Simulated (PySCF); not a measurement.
Electron correlation in Mn⁺ (manganese, charge +1)

[Ar] 3d5 4s1, high-spin 7S determinant. All numbers are calculated (PySCF 2.14, the spin-free X2C one-electron Hamiltonian (Gaussian nucleus), in Sapporo-DKH3-DZP-2012 (6s5p3d1f, 43 functions)). Frozen: [Ar]; 6 electrons correlated.

MP2 pair energies summed by pair of shells (mhartree):

```tsv
pair	energy	share (%)
3d-3d	-56.00	82.3
3d-4s	-12.06	17.7
```

Total MP2 correlation energy: -68.06 mhartree.

Same-spin part -68.06 and opposite-spin part 0.00 mhartree; SCS-MP2 scales them by 1/3 and 6/5 to -22.69 mhartree.
